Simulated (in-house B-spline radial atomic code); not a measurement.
A fraction x of an electron is moved 4p → 5d in Te III (Te2+), starting from [Kr] 4d10 5s2 5p2 and keeping the highest spin. Computed with a B-spline radial code for spherical atoms: scalar-relativistic (X2C) wB97X, spin-polarised, spherical fractional occupations, Fermi nucleus of rms radius 4.7423 fm.

Caution: exact exchange at fractional occupations of open shells leaves self-interaction of up to several eV.

| x | E(x) - E(0) (eV) | 4p down level (eV) | 5d up level (eV) |
| --- | --- | --- | --- |
| 0 | 0.0000 | -141.387 | - |
| 0.125 | 16.7617 | -142.350 | -7.957 |
| 0.25 | ? | ? | ? |
| 0.375 | ? | ? | ? |
| 0.5 | 67.4682 | -145.094 | -9.091 |
| 0.625 | 84.4999 | -145.968 | -9.468 |
| 0.75 | 101.5926 | -146.824 | -9.843 |
| 0.875 | 118.7444 | -147.661 | -10.215 |
| 1 | 135.9536 | -148.482 | -10.586 |

(1) What belongs in the row x = 0.25?

(2) What belongs in the row x = 0.375?

(3) Check Janak's theorem between x = 0.5 and 0.625.

## Answers

(1) An energy change of 33.5965 eV; 4p down at -143.286 eV, 5d up at -8.329 eV.

(2) An energy change of 50.4997 eV; 4p down at -144.200 eV, 5d up at -8.710 eV.

(3) The slope of the energy is 136.25 eV; the orbital levels give 136.25 eV (ε of the receiving orbital less ε of the emptying one, averaged over the two points).
